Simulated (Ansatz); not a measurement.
`CBN[SiH2]C` and `C[SiH2][NH][ZnH]` differ in one atom or group.

Ansatz, PBE0-D4/def2-TZVP geometries, multiplicity 1. Each molecule was computed in one conformer, which needn't be the lowest.

Scalar relativity is left out up to krypton.

```tsv
property	`CBN[SiH2]C`
ideal-gas entropy at 298 K and 1 bar (rigid rotor, harmonic PBE0-D4/def2-TZVP) / J/(mol·K)	364
HOMO energy (PBE0/def2-TZVPP) / eV	-8.06
LUMO energy (PBE/def2-TZVPP) / eV	-0.70
HOMO–LUMO gap (PBE0/def2-TZVPP) / eV	8.33
size of the dipole moment (PBE/def2-TZVPP) / D	1.08
HOMO–LUMO gap (PBE/def2-TZVPP) / eV	6.09
```

What does the change do to each property? (An estimate is asked.)

The calculation gave: 
| property | `C[SiH2][NH][ZnH]` | shift |
| --- | --- | --- |
| ideal-gas entropy at 298 K and 1 bar (rigid rotor, harmonic PBE0-D4/def2-TZVP) / J/(mol·K) | 357 | -7 |
| HOMO energy (PBE0/def2-TZVPP) / eV | -6.95 | 1.11 |
| LUMO energy (PBE/def2-TZVPP) / eV | -1.19 | -0.49 |
| HOMO–LUMO gap (PBE0/def2-TZVPP) / eV | 6.52 | -1.81 |
| size of the dipole moment (PBE/def2-TZVPP) / D | 0.86 | -0.22 |
| HOMO–LUMO gap (PBE/def2-TZVPP) / eV | 4.50 | -1.59 |

With PBE0 the HOMO rises by 1.11 eV and the LUMO falls by 0.71 eV, so the gap narrows by about 1.82 eV. PBE moves the HOMO by 1.10 eV and ωB97M-V by 1.08 eV. The zero-point energy changes by -118.6 kJ/mol with -12 modes. Dipoles are sizes alone; their direction can turn. Modes under 60 cm⁻¹, often nearly free rotors, make the harmonic entropy too high.
